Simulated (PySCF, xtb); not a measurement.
C₂Hf, SMILES [C]1[C][Hf]1 (connectivity only; charge and spin as stated), neutral, multiplicity 3.

Harmonic wavenumbers (cm⁻¹) from GFN2-xTB (xtb) at its own minimum, in rising order: 519, 525, 1592.

Question: What does PBE-D3(BJ)/def2-TZVP (PySCF) give at its own minimum? (The exact figures need the calculation; the answer reports its results.)

Answer: 318, 564, 1719. Paired by order, the mean absolute difference is 122 cm⁻¹ and the zero-point energies are 3.8 and 3.7 kcal/mol.
